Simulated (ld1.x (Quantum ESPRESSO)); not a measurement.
**Configuration tests for gold (RRKJ)**

- Element: gold
- Generator: ld1.x (Quantum ESPRESSO) 7.5
- Type: norm-conserving RRKJ (Kleinman–Bylander form)
- Functional: PBE
- Relativity: scalar-relativistic
- Frozen core: [Kr] 4d10 4f14 5s2
- Valence charge: 17
- Reference configuration: 5p6 5d10 6s1 6p0
- Partial waves: 5p (bound): rc 1.72 bohr; 5d (bound): rc 2.14 bohr; 6s (bound): rc 2.18 bohr
- Local potential: the s channel
- Core correction: a·sin(br)/r model core inside 1.25 bohr
- rho0: 0.001

Energies are relative to the spin-unpolarised reference configuration 5p6 5d10 6s1 6p0; without spin polarisation the order of configurations can differ from experiment.

```json
{"valence configuration": "5p6 5d10 6s0 6p0", "charge": "+1", "ΔE all-electron (eV)": "9.409", "error AE − PS (meV)": "-13"}
{"valence configuration": "5p6 5d9 6s0 6p0", "charge": "+2", "ΔE all-electron (eV)": "30.617", "error AE − PS (meV)": "-54"}
{"valence configuration": "5p6 5d8 6s0 6p0", "charge": "+3", "ΔE all-electron (eV)": "64.494", "error AE − PS (meV)": "-199"}
{"valence configuration": "5p6 5d9 6s1 6p0", "charge": "+1", "ΔE all-electron (eV)": "12.124", "error AE − PS (meV)": "-28"}
{"valence configuration": "5p6 5d10 6s0 6p1", "charge": "0", "ΔE all-electron (eV)": "5.248", "error AE − PS (meV)": "-458"}
```

(1) What are ΔE and the potential's error for 5p6 5d7 6s0 6p0?

(2) What are ΔE and the potential's error for 5p6 5d10 6s0.5 6p0?

Levels in the configuration 5p6 5d9 6s1 6p0:

```tsv
level	all-electron (eV)	pseudo (eV)
5p	-71.393	-71.551
5d	-17.672	-17.734
6s	-14.347	-14.346
```

Results:

(1) ΔE = 112.206 eV all-electron; the error (AE − PS) is -453 meV.

(2) ΔE = 3.773 eV all-electron; the error (AE − PS) is -3.4 meV.
